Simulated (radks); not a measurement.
The numbers below are computed, except where a source is named.
Initial-state core-level shifts of neutral molybdenum when its valence configuration changes from [Kr] 4d5 5s1. Code: a radial shooting solver on a logarithmic mesh with Libxc functionals. Model: scalar-relativistic Kohn-Sham, r2SCAN, spin-polarised, spherical densities, finite nucleus; open shells are filled with parallel spins first (spin-orbit coupling, left out, can overturn this in heavy ions); meta-GGA in the generalised Kohn-Sham scheme; Fermi nuclear charge, rms radius 4.4091 fm. Shifts are changes of the shell-averaged eigenvalues in eV (positive: less bound); the change of the density at the nucleus, which sets a Mossbauer isomer shift, is in e/bohr^3, on a base of 9.263e+04.

valence              2p      3s      3d      4p  density at nucleus
4d4 5s2          -3.720  -3.693  -3.706  -3.323             +12.063
4d6              +1.637  +1.638  +1.647  +1.376             -13.279
4d4 5s1.5 5p0.5  -4.311  -4.286  -4.299  -3.904              +7.544
4d4 5s1 5p1      -4.701  -4.679  -4.692  -4.284              +3.294
4d5 5p1          -1.325  -1.344  -1.340  -1.424             -12.442
4d4.5 5s1 5p0.5  -2.305  -2.299  -2.305  -2.133              +1.476
4d4.5 5s1.5      -1.863  -1.855  -1.860  -1.702              +5.115
4d3 5s1.5 5p1.5  -9.452  -9.358  -9.391  -8.322             +13.370
4d5.5 5s0.5      +0.918  +0.918  +0.922  +0.769              -7.012
